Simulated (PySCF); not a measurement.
# One molecule, several mistakes: BGeH4NO

All numbers below are calculated, not measured. The program is PySCF 2.14.0, an open-source quantum chemistry code, run on an isolated molecule that a program drew, which may never have been made. The molecule is BGeH4NO (charge 0, singlet), drawn as the SMILES string `B=[N][GeH2][OH]`.

Each row is a Hartree-Fock (HF) and frozen-core CCSD(T) single point in the cc-pVDZ basis, meant for a local HF minimum. Run 1 is clean. Each other run has one planted mistake out of seven kinds, and not every kind appears here: one electron removed, one electron added, multiplicity raised by two, geometry at a saddle point, minimal basis STO-3G, one bond length entered in bohr, all coordinates scaled. The reference is restricted for singlets and unrestricted otherwise, and also for a bond in bohr. Adding or removing an electron swaps singlet and doublet. Electrons count all cores. HOMO and LUMO are orbital energies over both spins, the gradient is its largest component, and the lowest frequency (negative if imaginary) is given only where the gradient is small. Bond lengths are over the 7 bonds as drawn. T1 is the CCSD diagnostic: over 0.02 (restricted) or 0.045 (unrestricted) a single reference is doubtful. Germanium has the cc-pVDZ-PP basis, with a core potential (ECP10MDF) in place of its 10 inner electrons, and its 3s, 3p and 3d shells are frozen in CCSD(T).

Geometry of the clean run:
```xyz
8
BGeH4NO, angstrom
B    -2.1152   -1.0200   -2.2353
N    -1.6321   -0.5847   -1.1797
Ge   -0.9226    0.0858    0.3302
O    -0.3545    1.7154   -0.0883
H    -2.5733   -1.4363   -3.2309
H    -1.9934    0.1767    1.4164
H     0.2596   -0.7715    0.7801
H     0.0623    2.1849    0.6197
```

| run | electrons | basis functions | <S^2> | HOMO (eV) | LUMO (eV) | gradient (hartree/bohr) | lowest frequency (cm^-1) | mean bond (Å) | longest bond (Å) | T1 | HF (hartree) | CCSD(T) (hartree) | mistake |
|---|---|---|---|---|---|---|---|---|---|---|---|---|---|
| 1 | 56 | 85 | 0.000 | -11.11 | 3.72 | 1.2e-05 | 80 | 1.4269 | 1.798 | 0.0154 | -449.74891 | -450.31852 | no fault |
| 2 | 56 | 85 | 2.022 | -4.97 | 0.22 | 2.0e-01 | - | 1.4269 | 1.798 | 0.0168 | -449.55730 | -450.08528 | multiplicity raised by two |
| 3 | 55 | 85 | 0.760 | -16.89 | -7.70 | 9.8e-02 | - | 1.4269 | 1.798 | 0.0606 | -449.40938 | -449.93356 | one electron removed |
| 4 | 57 | 85 | 0.790 | 2.77 | 8.62 | 8.6e-02 | - | 1.4269 | 1.798 | 0.0322 | -449.62795 | -450.22292 | ? |

**Which mistake was planted in run 4, and what did it cost?**

It counts 57 electrons, one more than the clean run, at the same geometry and basis. So the mistake is: one electron added. Subtracting run 1 and multiplying by 627.51 kcal/mol a hartree, the energy moved by 75.9 kcal/mol in HF and 60.0 kcal/mol in CCSD(T).

Cautions from the logs. Run 3: T1 is over the limit, so its CCSD(T) energy is less reliable; run 4: the HOMO is above zero, so the electron isn't bound and the energy depends on the basis.
